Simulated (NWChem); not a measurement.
Species: SnH₂, singlet; SMILES [SnH2]

Computed with NWChem. Low-valent species are run as closed-shell singlets; no triplet was tried in these runs. The level has its own optimisation; frequencies are unscaled.

### Question
Predict the results for Hartree-Fock/3-21G (all-electron, non-relativistic). Quantities: r H–Sn (Å); highest harmonic frequency (cm⁻¹); lowest (cm⁻¹); zero-point energy (kcal/mol).

### Answer
| Property | Result |
|---|---|
| r H–Sn (Å) | 1.792 |
| highest harmonic frequency (cm⁻¹) | 1812 |
| lowest (cm⁻¹) | 871 |
| zero-point energy (kcal/mol) | 6.4 |
